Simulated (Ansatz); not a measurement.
One change: `[NH2][Ge][Cl]` becomes `[NH2][Ge][SH]`.

Ansatz, PBE0-D4/def2-TZVP geometries, multiplicity 1. Each molecule was computed in one conformer, which needn't be the lowest.

Scalar relativity is left out up to krypton.

```json
{"property": "LUMO energy (B3LYP/def2-TZVPP) / eV", "`[NH2][Ge][Cl]`": "-2.01"}
{"property": "HOMO energy (ωB97M-V/def2-TZVPP) / eV", "`[NH2][Ge][Cl]`": "-9.66"}
{"property": "HOMO–LUMO gap (ωB97M-V/def2-TZVPP) / eV", "`[NH2][Ge][Cl]`": "9.81"}
{"property": "LUMO energy (PBE/def2-TZVPP) / eV", "`[NH2][Ge][Cl]`": "-2.54"}
{"property": "zero-point energy (PBE0-D4/def2-TZVP) / kJ/mol", "`[NH2][Ge][Cl]`": "70.5"}
{"property": "HOMO energy (PBE0/def2-TZVPP) / eV", "`[NH2][Ge][Cl]`": "-7.53"}
```

**Question.** Give the same properties after the change, and the shifts. (An estimate is asked.)

**Answer.** Computed: 
```tsv
property	`[NH2][Ge][SH]`	shift
LUMO energy (B3LYP/def2-TZVPP) / eV	-1.68	0.33
HOMO energy (ωB97M-V/def2-TZVPP) / eV	-9.00	0.66
HOMO–LUMO gap (ωB97M-V/def2-TZVPP) / eV	9.44	-0.37
LUMO energy (PBE/def2-TZVPP) / eV	-2.21	0.33
zero-point energy (PBE0-D4/def2-TZVP) / kJ/mol	92.5	22.0
HOMO energy (PBE0/def2-TZVPP) / eV	-6.94	0.59
```

With PBE0 the HOMO rises by 0.59 eV and the LUMO rises by 0.33 eV, so the gap narrows by about 0.26 eV. PBE moves the HOMO by 0.50 eV and ωB97M-V by 0.66 eV. The zero-point energy changes by 22.0 kJ/mol with +3 modes.

B3LYP here is the variant with VWN-RPA as its local correlation; programs differ in this.
